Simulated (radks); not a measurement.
Q: The lead ion Pb25+, configuration [Kr] 4d10 4f11 (the NIST ground configuration). All-electron calculation, non-relativistic Kohn-Sham, LB94 model potential, spin-polarised, spherical densities, point nucleus; open shells are filled with parallel spins first (spin-orbit coupling, left out, can overturn this in heavy ions); relativity is left out, which matters for an element this heavy. Program: a radial shooting solver on a logarithmic mesh with Libxc functionals. Some entries of the table are withheld. Estimate them.

| orbital | occ. | eigenvalue (eV) | <1/r> (bohr^-1) |
|---|---|---|---|
| 1s down | 1 | -79935.54 | 81.49 |
| 1s up | 1 | -79935.54 | 81.49 |
| 2s down | 1 | -14086.62 | 19.22 |
| 2s up | 1 | -14086.48 | 19.22 |
| 2p down | 3 | -13600.70 | 19.28 |
| 2p up | 3 | -13600.60 | 19.28 |
| 3s up | 1 | -3908.599 | 7.489 |
| 3s down | 1 | -3907.758 | 7.493 |
| 3p up | 3 | -3675.703 | 7.453 |
| 3p down | 3 | -3675.032 | 7.456 |
| 3d up | 5 | -3239.943 | 7.392 |
| 3d down | 5 | -3239.655 | 7.394 |
| 4s up | 1 | -1387.781 | 3.360 |
| 4s down | 1 | -1383.891 | 3.356 |
| 4p up | 3 | -1284.640 | 3.288 |
| 4p down | 3 | -1280.754 | 3.284 |
| 4d up | 5 | -1094.327 | (1) |
| 4d down | 5 | -1090.446 | (2) |
| 4f up | 7 | -837.5479 | 2.911 |
| 4f down | 4 | -833.8840 | 2.909 |
| 5s up | 0 | (3) | 1.754 |
| 5s down | 0 | (4) | 1.751 |
| 5p up | 0 | -652.6888 | 1.704 |
| 5p down | 0 | -651.1275 | 1.701 |

A: 
(1) 4d up <1/r> (bohr^-1): 3.144
(2) 4d down <1/r> (bohr^-1): 3.140
(3) 5s up eigenvalue (eV): -696.5297
(4) 5s down eigenvalue (eV): -694.9092
